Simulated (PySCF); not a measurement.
hex-1-yne (C6H10), SMILES C(C#C)CCC.

The structure is a stationary point at PBE-D3(BJ)/def2-SVP. Other conformers were not sampled.

These are SMD-M06-2X/6-31G* run with PySCF values and carry that method's errors.

Solvation free energies are E(SMD) − E(gas) at the gas-phase geometry, for 1 M in both phases. In vacuum the dipole moment is 0.56 D.

Computed solvation free energies in water, methanol, benzene:
| solvent | ΔG(solv) (kcal/mol) | its non-electrostatic (CDS) part | dipole (D) |
|---|---|---|---|
| water | -0.1 | 4.5 | 0.93 |
| methanol | -4.2 | 0.2 | 0.91 |
| benzene | -4.3 | -2.3 | 0.70 |
